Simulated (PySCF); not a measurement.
Isomers of C5H12OSi2, mass 144.043 u with the commonest isotopes. Level of theory: PBE0/pcSseg-1 in PySCF (dipole) on a GFN2-xTB geometry, gas phase. One conformer each, none proved a minimum here; rigid rotors.

Question: Order these by rotational constant B, smallest first.
A. `[CH3:1][C:2](=[O:3])[C@@H:4]1[CH2:5][Si@@H:6]([CH3:7])[SiH2:8]1` with C1–C2–C4–C5 -150°, C2–C4–C5–Si6 -76°, C4–C5–Si6–C7 -134°, C5–Si6–Si8–C4 18°, C2–C4–Si8–Si6 90°
B. `[CH2:1]1[CH2:2][Si@H:3]([CH:4]2[CH2:5][CH2:6]2)[O:7][SiH2:8]1` with C2–Si3–C4–C5 91°, Si8–C1–C2–Si3 -30°, C1–C2–Si3–C4 142°, Si3–C4–C5–C6 109°, C2–Si3–O7–Si8 -11°
C. `[CH2:1]1[CH2:2][C@@H:3]2[SiH2:4][O:5][SiH2:6][C@@H:7]2[CH2:8]1` with C8–C1–C2–C3 43°, C1–C2–C3–Si4 94°, C2–C3–Si4–O5 -119°, C3–Si4–O5–Si6 3°
D. `[CH2:1]=[CH:2][C@@H:3]1[CH2:4][Si@H:5]([OH:6])[CH2:7][SiH2:8]1` with C1–C2–C3–C4 -134°, C4–Si5–O6–H -174°, C2–C3–C4–Si5 -166°, C3–C4–Si5–O6 146°, C4–Si5–C7–Si8 0°, Si5–C7–Si8–C3 -20°
E. `[CH2:1]=[C:2]([CH:3]=[O:4])[Si@H:5]([SiH3:6])[CH2:7][CH3:8]` with C1–C2–C3–O4 164°, C1–C2–Si5–Si6 -141°, C2–Si5–C7–C8 -176°

Answer: B (840.4 MHz), D (892.0 MHz), A (965.3 MHz), E (1116 MHz), C (1476 MHz).

Question: Order these by out-of-plane moment Σ m c² = (Ia + Ib − Ic)/2, largest first.
A. `[CH2:1]=[CH:2][C@@H:3]1[CH2:4][Si@H:5]([OH:6])[CH2:7][SiH2:8]1` with C1–C2–C3–C4 -134°, C4–Si5–O6–H -174°, C2–C3–C4–Si5 -166°, C3–C4–Si5–O6 146°, C4–Si5–C7–Si8 0°, Si5–C7–Si8–C3 -20°
B. `[CH2:1]=[C:2]([CH:3]=[O:4])[Si@H:5]([SiH3:6])[CH2:7][CH3:8]` with C1–C2–C3–O4 164°, C1–C2–Si5–Si6 -141°, C2–Si5–C7–C8 -176°
C. `[CH2:1]1[CH2:2][C@@H:3]2[SiH2:4][O:5][SiH2:6][C@@H:7]2[CH2:8]1` with C8–C1–C2–C3 43°, C1–C2–C3–Si4 94°, C2–C3–Si4–O5 -119°, C3–Si4–O5–Si6 3°
D. `[CH2:1]1[CH2:2][Si@H:3]([CH:4]2[CH2:5][CH2:6]2)[O:7][SiH2:8]1` with C2–Si3–C4–C5 91°, Si8–C1–C2–Si3 -30°, C1–C2–Si3–C4 142°, Si3–C4–C5–C6 109°, C2–Si3–O7–Si8 -11°
E. `[CH3:1][C:2](=[O:3])[C@@H:4]1[CH2:5][Si@@H:6]([CH3:7])[SiH2:8]1` with C1–C2–C4–C5 -150°, C2–C4–C5–Si6 -76°, C4–C5–Si6–C7 -134°, C5–Si6–Si8–C4 18°, C2–C4–Si8–Si6 90°

Answer: B (82.00 u·Å²), E (65.11 u·Å²), C (44.03 u·Å²), A (34.07 u·Å²), D (26.62 u·Å²).

Question: Order these by rotational constant C, smallest first.
A. `[CH3:1][C:2](=[O:3])[C@@H:4]1[CH2:5][Si@@H:6]([CH3:7])[SiH2:8]1` with C1–C2–C4–C5 -150°, C2–C4–C5–Si6 -76°, C4–C5–Si6–C7 -134°, C5–Si6–Si8–C4 18°, C2–C4–Si8–Si6 90°
B. `[CH2:1]1[CH2:2][C@@H:3]2[SiH2:4][O:5][SiH2:6][C@@H:7]2[CH2:8]1` with C8–C1–C2–C3 43°, C1–C2–C3–Si4 94°, C2–C3–Si4–O5 -119°, C3–Si4–O5–Si6 3°
C. `[CH2:1]=[C:2]([CH:3]=[O:4])[Si@H:5]([SiH3:6])[CH2:7][CH3:8]` with C1–C2–C3–O4 164°, C1–C2–Si5–Si6 -141°, C2–Si5–C7–C8 -176°
D. `[CH2:1]1[CH2:2][Si@H:3]([CH:4]2[CH2:5][CH2:6]2)[O:7][SiH2:8]1` with C2–Si3–C4–C5 91°, Si8–C1–C2–Si3 -30°, C1–C2–Si3–C4 142°, Si3–C4–C5–C6 109°, C2–Si3–O7–Si8 -11°

Answer: D (727.8 MHz), C (819.2 MHz), A (878.3 MHz), B (1026 MHz).

| SMILES | point group | Ia (u·Å²) | Ib (u·Å²) | Ic (u·Å²) | κ | μa (D) | μb (D) | μc (D) |
| --- | --- | --- | --- | --- | --- | --- | --- | --- |
| C1C[Si@H](C2CC2)O[SiH2]1 | C1 | 146.29 | 601.37 | 694.42 | -0.92 | 0.12 | 1.44 | 0.52 |
| C1C[C@@H]2[SiH2]O[SiH2][C@@H]2C1 | Cs | 238.09 | 342.33 | 492.36 | -0.18 | 1.93 | 0.00 | 0.81 |
| CC(=O)[C@@H]1C[Si@@H](C)[SiH2]1 | C1 | 182.13 | 523.53 | 575.42 | -0.91 | 0.18 | 1.27 | 1.78 |
| C=C(C=O)[Si@H]([SiH3])CC | C1 | 328.10 | 452.82 | 616.92 | -0.18 | 1.10 | 2.99 | 0.59 |
| C=C[C@@H]1C[Si@H](O)C[SiH2]1 | C1 | 197.95 | 566.57 | 696.38 | -0.82 | 1.52 | 0.86 | 0.49 |
